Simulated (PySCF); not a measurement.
VOF2, SMILES [O]=[V]([F])[F] (connectivity only; charge and spin as stated), neutral, multiplicity 2.

Geometry optimised at B3LYP-D3(BJ)/def2-SVP. The geometry has at least one imaginary mode, so it is a saddle point at that level. The multiplicity is an assumed one; other spin states were not compared.

The numbers are results of PySCF with TDA-LC-ωPBE/def2-SVPD, not measurements.

Vertical excitations. 

```json
[
 {"state": "root 1", "energy (eV)": "0.48", "λ (nm)": "2599", "f": "0.000", "main pairs": "α HOMO→LUMO 96 %"},
 {"state": "root 2", "energy (eV)": "1.67", "λ (nm)": "742", "f": "0.001", "main pairs": "α HOMO→LUMO+1 96 %"},
 {"state": "root 3", "energy (eV)": "3.17", "λ (nm)": "391", "f": "0.001", "main pairs": "α HOMO→LUMO+2 95 %"},
 {"state": "root 4", "energy (eV)": "3.70", "λ (nm)": "336", "f": "0.004", "main pairs": "α HOMO→LUMO+3 78 %, α HOMO→LUMO+4 16 %"},
 {"state": "root 5", "energy (eV)": "4.48", "λ (nm)": "277", "f": "0.001", "main pairs": "α HOMO−2→LUMO+1 53 %, β HOMO−2→LUMO+2 32 %"},
 {"state": "root 6", "energy (eV)": "4.50", "λ (nm)": "276", "f": "0.000", "main pairs": "α HOMO−1→LUMO 96 %"},
 {"state": "root 7", "energy (eV)": "4.51", "λ (nm)": "275", "f": "0.000", "main pairs": "α HOMO−1→LUMO+1 83 %, β HOMO→LUMO+2 8 %"},
 {"state": "root 8", "energy (eV)": "4.87", "λ (nm)": "255", "f": "0.000", "main pairs": "α HOMO−2→LUMO 88 %, β HOMO−2→LUMO 6 %"},
 {"state": "root 9", "energy (eV)": "4.96", "λ (nm)": "250", "f": "0.001", "main pairs": "α HOMO−3→LUMO+1 62 %, β HOMO−1→LUMO+2 21 %"},
 {"state": "root 10", "energy (eV)": "4.97", "λ (nm)": "250", "f": "0.000", "main pairs": "α HOMO−3→LUMO 75 %, β HOMO−1→LUMO 17 %"}
]
```
Unrestricted roots are not spin-pure.
